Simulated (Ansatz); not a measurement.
A run for Ansatz (a program for electronic structure): R-r2SCAN/def2-TZVPP on CH4FGaO (SMILES C[O][GaH][F]).

Ansatz 0.2 input:
```yaml
crystal:
  periodic: [false, false, false]
  atoms:
    - {symbol: C, position_ang: [-1.23017457, -0.20351242, 0.12813467]}
    - {symbol: O, position_ang: [0.04194220, -0.83508125, 0.04638825]}
    - {symbol: Ga, position_ang: [1.57569102, 0.03104997, -0.15021640]}
    - {symbol: F, position_ang: [1.38246758, 1.78678297, -0.23722101]}
    - {symbol: H, position_ang: [-1.69967864, -0.46504229, 1.07986841]}
    - {symbol: H, position_ang: [-1.16640734, 0.88532103, 0.05742614]}
    - {symbol: H, position_ang: [-1.86496316, -0.56981096, -0.68272597]}
    - {symbol: H, position_ang: [2.96112293, -0.62970705, -0.24165410]}
basis:
  gaussian:
    orbitals: def2-TZVPP
hamiltonian:
  xc: {name: r2SCAN}
scf: {lower_state_search: off}
```

Program output:

```
WARN ansatz: RAYON_NUM_THREADS=1 ignored (pool sized by the plan → 1); use --threads N
Functional definition: r2SCAN
these checks for a lower state are left out or cut short: stability, starts, cluster_reference, orbital_swaps, neighbouring_geometries, increment
integrals: 0.11 GiB planned
1091 factors; their error is unknown
mean field: 0.77 GiB planned
mean field evaluation 1: about -58235.3237 eV, gradient 7.6e1 eV
mean field evaluation 2: about -58172.1938 eV, gradient 1.8e2 eV
mean field evaluation 4: about -58244.7303 eV, gradient 1.7e1 eV
mean field evaluation 8: about -58245.1321 eV, gradient 1.4e-1 eV
mean field evaluation 16: about -58245.1057 eV, gradient 6.2e-4 eV
mean field -58245.10571191 eV, -2140.4681549619 hartree, gradient 4.5e-6 eV, S^2 0.000000; 0 other end points of the search recorded, 0 dependent functions left out
reference -58245.10572430 eV, -2140.4681554176 hartree; 29, 29 occupied and 168, 168 virtual orbitals, 1091 factors
Total energy: -58245.10572430 eV, -2140.4681554176 hartree
Checks for a lower state left out: stability, starts, cluster_reference, orbital_swaps, neighbouring_geometries, increment
```

The run converged.

Cost: very roughly 6 core-seconds.
